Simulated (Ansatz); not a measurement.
`CBC([SiH3])Cl`. The species carries charge 0 and has multiplicity 1. The structure was optimised at the PBE0-D4/def2-TZVP level. It is one conformer, not always the lowest.

```xyz
13

C    -1.598   -0.374    0.942
B    -0.982    0.379   -0.275
C     0.254   -0.183   -1.012
Si    1.792    0.212    0.040
Cl    0.584    0.504   -2.636
H    -2.637   -0.627    0.689
H    -1.678    0.289    1.811
H    -1.088   -1.291    1.242
H    -1.435    1.433   -0.618
H     0.236   -1.273   -1.110
H     2.988   -0.298   -0.670
H     1.669   -0.450    1.366
H     1.895    1.680    0.229
```

Q: What is the dipole moment at r2SCAN/def2-TZVPP? (An estimate is asked.)

A: Computed: 2.12 D, with components (-0.46, -1.16, 1.71) D in this frame, pointing from negative to positive charge.

Q: And with PBE, B3LYP, ωB97M-V? (An estimate is asked.)

A: Ansatz gave: PBE 2.00 D, B3LYP 2.05 D, ωB97M-V 2.05 D.

Q: Give the Mulliken charges with r2SCAN, ωB97M-V, B3LYP in def2-TZVPP. (Best estimate.)

A: Ansatz gave: 
| atom | r2SCAN | ωB97M-V | B3LYP |
| --- | --- | --- | --- |
| C1 | -0.23 | -0.34 | -0.30 |
| B2 | 0.02 | -0.10 | -0.04 |
| C3 | -0.02 | -0.14 | -0.04 |
| Si4 | 0.25 | 0.14 | 0.23 |
| Cl5 | -0.17 | -0.12 | -0.16 |
| H6 | 0.08 | 0.12 | 0.10 |
| H7 | 0.08 | 0.13 | 0.11 |
| H8 | 0.05 | 0.10 | 0.09 |
| H9 | 0.01 | 0.09 | 0.04 |
| H10 | 0.10 | 0.15 | 0.13 |
| H11 | -0.05 | 0.00 | -0.04 |
| H12 | -0.07 | -0.02 | -0.07 |
| H13 | -0.05 | 0.00 | -0.05 |

B3LYP here is the variant with VWN-RPA as its local correlation; programs differ in this.
